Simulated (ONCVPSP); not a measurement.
## Se: ONCV pseudisation with PBEsol, scalar-relativistic reference atom.

```json
{
 "Element": "Se (Z = 34)",
 "Generator": "ONCVPSP 4.0.1",
 "Type": "optimised norm-conserving Vanderbilt (ONCV)",
 "Functional": "PBEsol",
 "Relativity": "scalar-relativistic",
 "Frozen core": "[Ar] 3d10",
 "Valence charge": "6",
 "Reference configuration": "4s1.5 4p4.5",
 "Partial waves": "4s: rc 1.40 bohr, ncon 5, nbas 9, qcut 5.5 1/bohr, 2 projectors, debl 1.8 Ha; 4p: rc 1.35 bohr, ncon 5, nbas 9, qcut 6 1/bohr, 2 projectors, debl 1.6 Ha",
 "Local potential": "polynomial inside 0.95 bohr (lpopt 3, dvloc0 0 Ha)",
 "Core correction": "Teter function, fcfact 2, rcfact 1.4"
}
```

All-electron outer shells of the reference configuration (PBEsol, scalar-relativistic, ld1.x):

| shell | level (eV) | outermost node (bohr) | outermost maximum (bohr) |
| --- | --- | --- | --- |
| 3p | -153.58 | 0.21 | 0.50 |
| 3d | -53.92 | – | 0.45 |
| 4s | -17.71 | 0.70 | 1.51 |
| 4p | -6.82 | 0.74 | 1.80 |

**Question.** Estimate the cutoffs (Ha) at which the residual kinetic energy of the hardest occupied pseudo-wave falls to 1 and 0.1 mHa per electron.

**Answer.** 114 Ha and 141 Ha.

**Question.** Does the potential have ghost states?

**Answer.** Ghosts flagged at negative energy: s at -564.2 eV, p at -124.9 eV; GHOST(+) flagged for s at 123.3 eV. A true bound ghost makes a file unfit for plane-wave use.

**Question.** Which valence shell sets the plane-wave cutoff?

**Answer.** 4p: 114 Ha for 1 mHa per electron, against 13 Ha for 4s.

**Question.** Tests: 4s2 4p4; 4s2 4p3; 4s2 4p2; 4s1 4p5. Which has the largest error in its energy relative to the reference configuration, and how large is it?

**Answer.** 4s2 4p2, with -21 meV (all-electron minus pseudo) on +25.80 eV.
